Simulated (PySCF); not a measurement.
WOCl₃, SMILES [O]=[W]([Cl])([Cl])[Cl] (connectivity only; charge and spin as stated), neutral, multiplicity 2.

Geometry optimised at B3LYP-D3(BJ)/def2-SVP. The multiplicity is an assumed one; no other spin state was optimised. The isomer is the one that the SMILES or the coordinates give; other isomers of the formula were not compared. The def2 effective core potentials stand for the cores of W; spin–orbit coupling is left out.

Two levels are set side by side: PBE/def2-TZVP (PySCF) and PBE0/def2-TZVP (PySCF). Same geometry, gas phase. Differences are taken from unrounded values.

```
quantity                      PBE
---------------------------  ----
α-spin orbital gap (eV)      0.62
β-spin orbital gap (eV)      3.81
dipole moment (D)            1.16
mean polarisability (bohr³)  82.8
```

Question: These are the PBE values. What does PBE0 give? (The exact figures need the calculation; the answer reports its results.)

Answer: 
```
quantity                     PBE0  PBE minus PBE0
---------------------------  ----  --------------
α-spin orbital gap (eV)      2.88           -2.26
β-spin orbital gap (eV)      5.89           -2.07
dipole moment (D)            1.28           -0.11
mean polarisability (bohr³)  79.5             3.3
```

Loosely held outer electrons make PBE densities more polarisable. Differences between two approximate levels are no errors against the true value.

Rough cost on one machine, each run with all the roots and properties that it gave: PBE0 against PBE within a factor of 2.
